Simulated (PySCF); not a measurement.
Compound: C5H7O2S (doublet state).
Geometry (GFN2-xTB, Å), atoms numbered from 1 in this order:
```xyz
15
C5H7O2S angstrom
C      2.2055   -0.4958    0.2636
C      0.7182   -0.4142    0.1700
C     -0.1547   -1.2926    0.5923
S     -1.8232   -0.8232    0.2368
O     -2.6840   -0.8731    1.3816
O     -2.2678   -1.4683   -0.9661
C     -1.3343    0.9239   -0.1211
C      0.1312    0.8184   -0.5151
H      2.5079   -1.4314    0.7233
H      2.6449   -0.4280   -0.7304
H      2.5873    0.3324    0.8595
H     -1.9791    1.3241   -0.8959
H     -1.4794    1.4529    0.8157
H      0.6958    1.7126   -0.2422
H      0.2277    0.6703   -1.5939
```

The hyperfine couplings belong to this conformer and change with its torsions.

Identity: `CC1=[C]S(=O)(=O)CC1` [radical].

Method: UKS B3LYP, pcH-1 on C H O S, non-relativistic, mean-field spin-orbit, GIAO in PySCF. Geometry: GFN2-xTB, one conformer, isolated molecule. A GFN2-xTB geometry isn't a minimum of the functional, and hyperfine couplings can be far from their values at a DFT geometry. No stability test was run, so a lower SCF solution isn't excluded.

(1) The isotropic 13C couplings are +487.5, +55.5, +31.6, +26.5, +14.4 MHz. Assign them to C1; C2; C3; C7; C8.

## Answers

(1) 
| site | a_iso (MHz) | ρ(0) (bohr⁻³) | position | distance from C3 (Å) | spin population | largest \|T\| (MHz) |
| --- | --- | --- | --- | --- | --- | --- |
| C1 | +26.5 | +0.0236 | 2 bonds from C3 | 2.51 | +0.02 | 5.5 |
| C2 | +14.4 | +0.0128 | 1 bond from C3 | 1.31 | -0.13 | 19.7 |
| C3 | +487.5 | +0.4337 | largest spin population | 0.00 | +0.94 | 122.4 |
| C7 | +31.6 | +0.0281 | 2 bonds from C3 | 2.61 | +0.06 | 11.2 |
| C8 | +55.5 | +0.0494 | 2 bonds from C3 | 2.40 | +0.08 | 12.6 |

ρ(0) is the spin density at the nucleus and T the dipolar tensor; a_iso includes a spin–orbit part; entries for several nuclei are means. Largest spin populations (Mulliken): C3 (+0.94), C2 (-0.13), C8 (+0.08) and C7 (+0.06). No atom but C3 exceeds +0.15. The positive populations add up to 1.15 and the negative ones to -0.15, together 2S = 1.

Means are taken over nuclei equivalent by connectivity, which assumes that they swap fast. The three 1H nuclei of mean -6.5 MHz run from -8.5 to -2.6 MHz in the frozen geometry.
